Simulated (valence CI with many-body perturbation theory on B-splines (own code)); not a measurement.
## Fe IV: calculation against measured levels

Method: relativistic CI+MBPT: five valence electrons over a frozen Dirac-Fock core [Ar], a basis of 7 s, 7 p, 8 d, 6 f, 4 g, 1 h functions for each j, with the one-electron correlation potential Σ1, the two-electron term Σ2, the three-electron term Σ3, Breit, model QED; selected CI, second order for the rest (own B-spline code, finite nucleus).

Against 54 measured levels this calculation errs by 4258 cm⁻¹ on average and by 7832 at most. These come from a selection out of Corliss and Sugar, J. Phys. Chem. Ref. Data 11, 135 (1982). Levels without a partner in it may be off by more, other configurations by 1,000 to 8,000 cm⁻¹. Among the levels kept, up to 2000 cm⁻¹ of a level comes from second order outside the variational space, and about a tenth of that is noise between levels of different J, which matters for small intervals.

Measured levels: Corliss and Sugar, J. Phys. Chem. Ref. Data 11, 135 (1982). Pairs share parity and J, and are chosen by configuration, term and nearness in energy; levels without a clear partner are left out. Some J values that the scan of the source had lost were assigned by a fit. Energies in cm⁻¹ above the measured ground level.

Names give the largest LS component (configuration and term), which can be under half, so a name can repeat, a term be missing and a line seem to break the LS rules; names also repeat where a configuration has a term twice. Letters in brackets count levels of one name in rising energy.

| Computed label | Label in the source | Measured | Computed | Difference |
| --- | --- | --- | --- | --- |
| 3d⁵ ⁶S_5/2 | 3d5 6S | 0 | 0.0 | 0 |
| 3d⁵ ⁴G_11/2 | 3d5 4G | 32245.5 | 31332.1 | -913 |
| 3d⁵ ⁴P_5/2 | 3d5 4P | 35253.8 | 35366.2 | +112 |
| 3d⁵ ⁴P_3/2 | 3d5 4P | 35333.3 | 35441.9 | +109 |
| 3d⁵ ⁴P_1/2 | 3d5 4P | 35406.6 | 35519.7 | +113 |
| 3d⁵ ⁴D_7/2 | 3d5 4D | 38779.4 | 38398.9 | -380 |
| 3d⁵ ⁴D_1/2 | 3d5 4D | 38896.7 | 38508.4 | -388 |
| 3d⁵ ²D_5/2 [a] | 3d5 2D3 | 49541.5 | 49396.7 | -145 |
| 3d⁵ ²D_3/2 [a] | 3d5 2D3 | 50051.4 | 49917.0 | -134 |
| 3d⁵ ²F_7/2 [a] | 3d5 2F2 | 51394.2 | 51077.3 | -317 |
| 3d⁵ ²F_5/2 [a] | 3d5 2F2 | 52166.7 | 51795.9 | -371 |
| 3d⁵ ⁴F_9/2 | 3d5 4F | 52620.7 | 52021.3 | -599 |
| 3d⁵ ⁴F_7/2 | 3d5 4F | 52695.4 | 52099.5 | -596 |
| 3d⁵ ²H_9/2 | 3d5 2H | 56058.3 | 54897.1 | -1161 |
| 3d⁵ ²H_11/2 | 3d5 2H | 56368.8 | 55163.8 | -1205 |
| 3d⁵ ²G_7/2 [a] | 3d5 2G2 | 57408 | 56408.9 | -999 |
| 3d⁵ ²G_9/2 [a] | 3d5 2G2 | 57721.2 | 56680.5 | -1041 |
| 3d⁵ ²F_5/2 [b] | 3d5 2F1 | 61156.5 | 60451.8 | -705 |
| 3d⁵ ²F_7/2 [b] | 3d5 2F1 | 61254.4 | 60541.3 | -713 |
| 3d⁵ ²S_1/2 | 3d5 2S | 66720.1 | 66505.4 | -215 |
| 3d⁵ ²G_9/2 [b] | 3d5 2G1 | 82894.9 | 81812.0 | -1083 |
| 3d⁵ ²G_7/2 [b] | 3d5 2G1 | 82897.3 | 81812.3 | -1085 |
| 3d⁵ ²P_3/2 | 3d5 2P | 100118 | 99609.2 | -509 |
| 3d⁵ ²P_1/2 | 3d5 2P | 100126 | 99614.3 | -512 |
| 3d⁴4s ⁶D_1/2 | 3d4(5D) 4s 6D | 127766.1 | 121101.4 | -6665 |
| 3d⁴4s ⁶D_3/2 | 3d4(5D) 4s 6D | 127929.1 | 121282.4 | -6647 |
| 3d⁴4s ⁶D_5/2 | 3d4(5D) 4s 6D | 128191.5 | 121549.2 | -6642 |
| 3d⁴4s ⁶D_7/2 | 3d4(5D) 4s 6D | 128541.9 | 121894.0 | -6648 |
| 3d⁴4s ⁶D_9/2 | 3d4(5D) 4s 6D | 128967.7 | 122310.3 | -6657 |
| 3d⁴4s ⁴D_1/2 [a] | 3d4(5D) 4s 4D | 137700.8 | 130796.3 | -6905 |
| 3d⁴4s ⁴D_3/2 [a] | 3d4(5D) 4s 4D | 137949.3 | 131069.2 | -6880 |
| 3d⁴4s ⁴D_5/2 [a] | 3d4(5D) 4s 4D | 138338.8 | 131461.6 | -6877 |
| 3d⁴4s ⁴D_7/2 [a] | 3d4(5D) 4s 4D | 138844.0 | 131959.1 | -6885 |
| 3d⁴4s ⁴P_1/2 [a] | 3d4(3P2) 4s 4P | 153651.7 | 147392.7 | -6259 |
| 3d⁴4s ⁴H_7/2 | 3d4(3H) 4s 4H | 154185.9 | 146502.3 | -7684 |
| 3d⁴4s ⁴H_9/2 | 3d4(3H) 4s 4H | 154326.0 | 146638.4 | -7688 |
| 3d⁴4s ⁴P_3/2 [a] | 3d4(3P2) 4s 4P | 154474.9 | 148218.3 | -6257 |
| 3d⁴4s ⁴H_11/2 | 3d4(3H) 4s 4H | 154512.7 | 146814.5 | -7698 |
| 3d⁴4s ⁴H_13/2 | 3d4(3H) 4s 4H | 154731.3 | 147014.6 | -7717 |
| 3d⁴4s ⁴P_5/2 [a] | 3d4(3P2) 4s 4P | 155744.9 | 149473.2 | -6272 |
| 3d⁴4s ⁴F_3/2 [a] | 3d4(3F2) 4s 4F | 156012.3 | 149272.3 | -6740 |
| 3d⁴4s ⁴F_5/2 [a] | 3d4(3F2) 4s 4F | 156049.3 | 149306.7 | -6743 |
| 3d⁴4s ⁴F_7/2 [a] | 3d4(3F2) 4s 4F | 156123.8 | 149372.1 | -6752 |
| 3d⁴4s ⁴F_9/2 [a] | 3d4(3F2) 4s 4F | 156224.9 | 149465.3 | -6760 |
| 3d⁴4s ⁴G_5/2 | 3d4(3G) 4s 4G | 158738.7 | 151617.2 | -7121 |
| 3d⁴4s ⁴G_7/2 | 3d4(3G) 4s 4G | 159010.4 | 151884.1 | -7126 |
| 3d⁴4s ⁴G_9/2 | 3d4(3G) 4s 4G | 159227.9 | 152057.9 | -7170 |
| 3d⁴4s ⁴G_11/2 | 3d4(3G) 4s 4G | 159342.9 | 152116.5 | -7226 |
| 3d⁴4s ²P_1/2 [a] | 3d4(3P2) 4s 2P | 160015.9 | 153546.6 | -6469 |
| 3d⁴4s ²H_9/2 | 3d4(3H) 4s 2H | 160311.6 | 152479.5 | -7832 |
| 3d⁴4s ²H_11/2 | 3d4(3H) 4s 2H | 160778.6 | 152956.4 | -7822 |
| 3d⁴4s ²F_5/2 [a] | 3d4(3F2) 4s 2F | 162074.4 | 155201.6 | -6873 |
| 3d⁴4s ²F_7/2 [a] | 3d4(3F2) 4s 2F | 162087.8 | 155203.9 | -6884 |
| 3d⁴4s ²G_7/2 [a] | 3d4(3G) 4s 2G | 164950.5 | 157666.8 | -7284 |
| 3d⁴4s ²G_9/2 [a] | 3d4(3G) 4s 2G | 165392.6 | 158058.1 | -7335 |

Over 54 excited levels the mean absolute difference is 4258 cm⁻¹, the median 6556 and the largest 7832. The comparison draws on a selection of the measured levels: 55 of the 222 computed ones have a partner in it, and others may be off by more.
